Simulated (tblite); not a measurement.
Run record: molecular-dynamics run, `C(F)(F)(OCC=C=C=C)F`.

Computed with GFN2-xTB (tblite), gas phase: Langevin dynamics at 300 K from the optimised GFN2-xTB geometry, time step 0.5 fs, friction 0.01 fs⁻¹, 2000 steps. A driver script takes a list of jobs; this job's settings line and coordinates (Å) are shown. «temperature» is in K, «steps» counts time steps and «every» is the stride of the printed frames; «frames» go on to single points.

Command:
```bash
OMP_NUM_THREADS=1 python probes_run.py task.json out
```

Input:
```
{"job": {"kind": "md", "xc": "GFN2-xTB", "basis": "xTB", "temperature": 300, "steps": 2000, "every": 50, "frames": 5}, "charge": 0, "multiplicity": 1}
C      1.328874     1.476469     2.374912
C      1.174145     1.015314     1.162919
C      1.042726     0.602118    -0.018598
C      0.851975     0.126849    -1.224517
C      0.130819    -1.157962    -1.514842
O     -0.482865    -1.733628    -0.345512
C     -1.703432    -1.328851    -0.078339
F     -1.867483     0.004167    -0.022378
F     -2.612264    -1.741737    -0.992647
F     -2.092762    -1.817873     1.092385
H      0.938807     0.945394     3.228014
H      1.847280     2.402361     2.565593
H      1.227500     0.641631    -2.098229
H      0.836546    -1.923518    -1.854023
H     -0.624279    -1.008400    -2.296651
```

Problem. What does the run print? One trajectory will do; the random numbers aren't given.

Solution. 
```
t/fs     T/K      E/eV
    0.0   239.3   -913.55806
   25.0   104.6   -913.26051
   50.0   238.0   -913.24536
   75.0   189.3   -913.10419
  100.0   243.6   -913.20918
  125.0   245.5   -913.19327
  150.0   234.3   -913.02443
  175.0   222.8   -913.03409
  200.0   222.9   -912.85625
  225.0   321.8   -912.95609
  250.0   329.2   -913.02218
  275.0   267.3   -912.88268
  300.0   308.2   -912.88496
  325.0   320.8   -913.09009
  350.0   442.4   -913.09321
  375.0   365.9   -912.93474
  400.0   358.9   -912.90891
  425.0   311.3   -912.84063
  450.0   270.9   -912.92501
  475.0   322.1   -912.91240
  500.0   311.0   -912.92284
  525.0   368.5   -912.85207
  550.0   371.3   -913.01837
  575.0   447.9   -913.01639
  600.0   513.3   -913.22283
  625.0   334.9   -912.90910
  650.0   438.2   -913.14941
  675.0   316.1   -912.83904
  700.0   483.4   -913.12821
  725.0   328.5   -912.85928
  750.0   458.2   -913.11983
  775.0   420.7   -913.01242
  800.0   312.3   -912.81146
  825.0   269.6   -912.88318
  850.0   388.6   -913.18242
  875.0   233.6   -912.95600
  900.0   261.3   -912.99427
  925.0   296.5   -913.04482
  950.0   364.3   -913.01110
  975.0   319.7   -912.96244
 1000.0   465.4   -913.17416
```

E is the potential energy; T comes from the kinetic energy over all 3N coordinates.

Problem. Sum up the printed frames.

Solution. 41 frames over 1000 fs. T runs from 105 K (25 fs) to 513 K (600 fs), with a mean of 323 K over all frames and 367 K from 500 fs on. E starts at -913.558 eV, peaks 0.747 eV above that at 800 fs, and averages 0.555 eV above it from 500 fs on.

Problem. Give the last frame.

Solution. 0.21 Å rms from the start after alignment:
```
atom  x, y, z in Å  |  force x, y, z in eV/Å
C1      0.134    0.858    3.223    0.124   0.893   1.121
C2      0.392    0.987    1.977    0.938   0.057  -3.310
C3      0.587    1.128    0.723   -0.896  -0.675   0.789
C4      0.414    1.165   -0.583   -0.254   1.690   0.198
C5      0.383    0.021   -1.531    0.119   0.372  -1.143
O6     -0.027   -1.215   -0.960   -1.111  -0.351   0.018
C7     -1.362   -1.394   -0.965    1.339   0.322   0.987
F8     -2.025   -0.453   -0.290   -0.244   0.543   0.168
F9     -1.885   -1.412   -2.166   -0.418  -0.040  -1.132
F10    -1.668   -2.526   -0.373    0.040  -0.714   0.162
H11     0.265   -0.077    3.697   -0.266  -0.467   0.582
H12    -0.040    1.789    3.742   -0.182  -0.314   0.574
H13     0.242    2.200   -0.998    0.264  -1.198   0.041
H14     1.353   -0.208   -1.957    0.697  -0.031   0.191
H15    -0.203    0.273   -2.452   -0.149  -0.089   0.753
```

Problem. How long does this job take on one thread of an Arm Neoverse N1, shared host? And the peak memory of the process?

Solution. About 20 s, with 0.18 GiB resident at the peak, the Python interpreter and its libraries included.
